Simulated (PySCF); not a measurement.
AlI3, SMILES [I][Al]([I])[I].

Geometry optimised at B3LYP-D3(BJ)/def2-SVP. The isomer is the one that the SMILES or the coordinates give; other isomers of the formula were not compared. The def2 effective core potentials stand for the cores of I; spin–orbit coupling is left out.

All values below come from B3LYP/def2-TZVP run with PySCF.

Symmetry labels are those of the subgroup C2v that the program uses (full group D3h).

Computed valence orbital energies around the gap with their symmetry:
```tsv
orbital	symmetry	energy (eV)
HOMO−7	B1	-9.39
HOMO−6	A1	-9.39
HOMO−5	B2	-8.47
HOMO−4	A1	-7.98
HOMO−3	B1	-7.98
HOMO−2	A2	-7.87
HOMO−1	B2	-7.87
HOMO	B1	-7.47
LUMO	A1	-2.23
LUMO+1	B2	-2.04
LUMO+2	A1	0.35
LUMO+3	B1	0.35
```
